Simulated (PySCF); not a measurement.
A calculated (M06-L, PySCF 2.14, x2c-TZVPPall, the spin-free X2C one-electron Hamiltonian (Gaussian nucleus)) atom or ion has these occupied shells.

```
shell  electrons  orbital energy (eV)  rms radius, mean of both spins (bohr)
   1s          2              -8875.2                                 0.0602
   2s          2              -1082.2                                  0.255
   2p          6              -932.15                                  0.228
   3s          2              -128.00                                  0.763
   3p          6              -83.285                                  0.815
   3d         10              -13.361                                   1.18
```

Q: Name the element and its charge.

A: Cu+ (copper, charge +1), in [Ar] 3d10, closed-shell 1S.
